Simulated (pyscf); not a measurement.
# H₃Ge–SnH₂–SnH₃, singlet

Gas-phase minimum from PySCF at ωB97X-D3(BJ)/def2-SVP, one conformer. 

```xyz
11

Ge    -1.4028    -1.5290    -0.3980
Sn     0.2905    -0.3236    -1.9071
Sn     0.6612     2.2306    -1.0554
H     -0.9053    -1.5256     1.0569
H     -1.6113    -2.9863    -0.8399
H     -2.7583    -0.8048    -0.4453
H      1.7788    -1.1669    -1.8839
H     -0.2790    -0.3235    -3.5202
H     -0.8148     3.0916    -1.1122
H      1.2179     2.2379     0.5612
H      1.8034     3.0568    -2.0215
```

Bonds (Å): Ge1–Sn2 2.569, Ge1–H4 1.538, Ge1–H5 1.537, Ge1–H6 1.538, Sn2–Sn3 2.718, Sn2–H7 1.711, Sn2–H8 1.711, Sn3–H9 1.710, Sn3–H10 1.710, Sn3–H11 1.709. Bond angles (°): Sn2–Ge1–H4 110.0, Sn2–Ge1–H5 111.4, Sn2–Ge1–H6 110.0, H4–Ge1–H5 108.5, H4–Ge1–H6 108.3, H5–Ge1–H6 108.6, Ge1–Sn2–Sn3 110.3, Ge1–Sn2–H7 109.5, Ge1–Sn2–H8 109.5, Sn3–Sn2–H7 109.9, Sn3–Sn2–H8 109.9, H7–Sn2–H8 107.6, Sn2–Sn3–H9 110.2, Sn2–Sn3–H10 110.2 (the first ones only).

Properties at ωB97X-D3(BJ)/def2-SVP:

```
Quantity                                                                                                                                                                                                                                                         Value
---------------------------------------------------------------------------------------------------------------------  -----------------------------------------------------------------------------------------------------------------------------------------------
Harmonic wavenumbers, unscaled                                                                                         45, 47, 64, 199, 249, 260, 354, 366, 458, 464, 567, 576, 705, 747, 758, 760, 823, 907, 908, 1950, 1952, 1962, 1963, 1964, 2177, 2180, 2181 cm⁻¹
Zero-point energy                                                                                                                                                                                                                                        36.6 kcal/mol
Rotational symmetry number                                                                                                                                                                                                                                           1
Entropy of this conformer at 298 K and 1 atm, rigid rotor and harmonic oscillator, modes under 100 cm⁻¹ raised to 100                                                                                                                                  401.4 J/(mol K)
Dipole moment                                                                                                                                                                                                                                                   0.13 D
```

Single-point totals, which compare only within one level:

```
level                   total energy (hartree)
----------------------  ----------------------
ωB97X-D3(BJ)/def2-TZVP             -2510.54346
PBE/def2-TZVP                      -2510.05016
r²SCAN/def2-TZVP                   -2510.54344
B3LYP-D3(BJ)/def2-TZVP             -2510.61745
PBE0-D3(BJ)/def2-TZVP              -2510.14689
M06-2X/def2-TZVP                   -2510.22625
ωB97M-D3(BJ)/def2-TZVP             -2510.48698
```

The lowest mode is so soft that the shape along it may change with the basis. Soft torsions are taken as harmonic, which can shift the entropy by several J/(mol K). Elements up to Kr have no core potential and no relativistic terms here. Elements past Kr carry the def2 core potentials, without spin-orbit coupling.
